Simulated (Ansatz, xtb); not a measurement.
Molecule: C$_{3}$H$_{7}$O, net charge -1, singlet state. It need not be the lowest isomer of its formula. Whether it binds its extra electron was not tested at this geometry. SMILES: CCC[O-]
Structure (B3LYP-D3(BJ)/def2-TZVP (Ansatz, a program for electronic structure) minimum search):
```
C
H 1 1.0967
H 1 1.0967 2 106.65
C 1 1.5281 2 110.49 3 -120.13
H 4 1.0956 1 110.66 2 -61.89
H 4 1.0956 5 107.00 1 120.64
H 4 1.0963 5 107.56 6 115.33
C 1 1.5643 2 107.38 3 114.85
O 8 1.3201 1 115.12 2 -57.18
H 8 1.1452 9 115.44 1 -120.65
H 8 1.1452 10 101.95 9 125.94
```
Charge -1, spin multiplicity 1.

Harmonic wavenumbers from GFN2-xTB (xtb, at its own minimum), cm⁻¹: 124, 202, 271, 460, 751, 822, 892, 1024, 1084, 1150, 1224, 1240, 1286, 1298, 1387, 1394, 1504, 1510, 1513, 1520, 2011, 2256, 2923, 2937, 2958, 2986, 2995.

**Question.** Give the harmonic wavenumbers at B3LYP-D3(BJ)/def2-TZVP (Ansatz, finite differences of forces, unscaled).

**Answer.** 131, 192, 279, 466, 746, 817, 876, 989, 1080, 1178, 1224, 1246, 1271, 1281, 1371, 1391, 1460, 1478, 1484, 1497, 2383, 2488, 2979, 2989, 3011, 3028, 3044 cm⁻¹. Zero-point energy 57.7 kcal/mol.

**Question.** From these and the geometry, give the ideal-gas thermochemistry at 298.15 K and 1 atm (rigid rotor, harmonic oscillator).

**Answer.** Point group Cs, rotational symmetry number 1. Rotational constants 27.84, 3.91, 3.663 GHz. S(trans) 38.15, S(rot) 24.20, S(vib) 8.47, S(elec, spin only) 0.00, S 70.8 cal/(mol K). H(298) - H(0) 3.85 kcal/mol; G - E(el) 40.5 kcal/mol.
